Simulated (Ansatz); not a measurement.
Basis-set extrapolation for H7MgNOSi2 (`[OH][Mg][N]([SiH3])[SiH3]`) (PBE0-D4/def2-TZVP geometry, frozen core, the Gaussian-basis code of Ansatz). Multiplicity 1, RHF reference. For Mg the program correlates outer-core shells too, which these sets cover unevenly, so the extrapolated numbers aren't a true limit.

```tsv
	def2-TZVPP	def2-QZVPP
HF	-911.062039	-911.097305
MP2 correlation	-0.910834	-1.006509
CCSD(T) correlation	-0.989735	not run
```

Energies in hartree. Use E(X) = E(∞) + A·exp(−7.88·√X) for Hartree–Fock and E(X) = E(∞) + B·X^(−2.97) for correlation, with X = 3 and 4, and add CCSD(T) minus MP2 of the smaller set to the MP2 limit.

Problem. What is the CCSD(T) energy at the basis-set limit?

Solution. HF limit: -911.097305 + (-0.035266) × 0.13774 = -911.10216. MP2 limit: -1.006509 + (-0.095675) × 0.74074 = -1.07738. Higher-order term: -0.989735 − (-0.910834) = -0.07890. Total: -912.25844 hartree, 5.62 eV below CCSD(T)/def2-TZVPP.
